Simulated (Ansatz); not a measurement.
Reaction (formal exchange of groups at the Si–S bond): `C[Si](C)(S)Cl` + SiH₄ → `C[Si](C)([SiH3])Cl` + H₂S

Computed with Ansatz on PBE0-D4/def2-TZVP structures; ΔE is electronic, products minus reactants. CBS: MP2 limit from def2 TZ/QZ plus the TZ coupled-cluster correction, frozen cores. This one scheme is used for every species. DFT in def2-TZVPP. B3LYP here is the variant with VWN-RPA as its local correlation; programs differ in this. Each species was taken in one conformer, which may not be the lowest.

| level | ΔE (kJ/mol) |
| --- | --- |
| PBE0 | 64.0 |
| B3LYP | 67.9 |
| HF/def2-TZVPP | 76.8 |
| CCSD(T)/def2-TZVPP | 68.9 |
| HF/def2-QZVPP | 76.7 |
| MP2/def2-QZVPP | 79.3 |
| SCS-MP2/def2-QZVPP | 77.4 |
| HF/CBS(def2) | 76.7 |

Question: What does CCSD(T)/CBS give? (An estimate is asked.)

Answer: The calculation gave: +70.1 kJ/mol. The listed levels differ from it by -6.1, -2.2, 6.7, -1.2, 6.6, 9.2, 7.3, 6.6 kJ/mol.

Largest T1 diagnostic among the species: 0.011.

From PBE to PBE0 (25 % exact exchange), in def2-TZVPP and without D4, ΔE moves by +3.6 kJ/mol.
